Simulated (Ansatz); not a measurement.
A run for Ansatz (a program for electronic structure): R-MP2/cc-pVTZ on H2N2 (SMILES [H]/N=N/[H]).

Ansatz 0.2 input:
```yaml
crystal:
  periodic: [false, false, false]
  atoms:
    - {symbol: H, position_ang: [-1.33117723, -0.15447462, 0.00164226]}
    - {symbol: N, position_ang: [-0.47318353, 0.41255450, -0.01486632]}
    - {symbol: N, position_ang: [0.47318353, -0.41255450, 0.01486632]}
    - {symbol: H, position_ang: [1.33117723, 0.15447462, -0.00164226]}
basis:
  gaussian:
    orbitals: cc-pVTZ
magnetization: {spin_polarized: false}
correlation: {method: mp2, electrons: outside_noble_gas}
accuracy: high
phonons: {}
scf: {lower_state_search: off}
```

The head of its log:

```
WARN ansatz: RAYON_NUM_THREADS=2 ignored (pool sized by the plan → 2); use --threads N
Functional definition: HF
these checks for a lower state are left out or cut short: starts, cluster_reference, orbital_swaps, neighbouring_geometries, increment
integrals: 0.09 GiB planned
1629 factors; integrals over basis functions are off by at most 1.6e-9 eV
mean field: 0.18 GiB planned
mean field evaluation 1: about -2993.5319 eV, gradient 1.7e1 eV
mean field evaluation 2: about -2993.5324 eV, gradient 1.7e1 eV
mean field evaluation 4: about -2994.2590 eV, gradient 1.6e0 eV
mean field evaluation 8: about -2994.2678 eV, gradient 4.7e-3 eV
mean field -2994.26780640 eV, -110.0373122975 hartree, gradient 5.2e-9 eV, S^2 0.000000; 0 other end points of the search recorded, 0 dependent functions left out; unrestricted orbitals would lower it
2 core orbitals not correlated
reference -2994.26780640 eV, -110.0373122975 hartree; 6, 6 occupied and 80, 80 virtual orbitals, 1629 factors
densities: 0.23 GiB planned
```

Problem. What total energy does the run end on?

Solution. -110.4471 hartree.
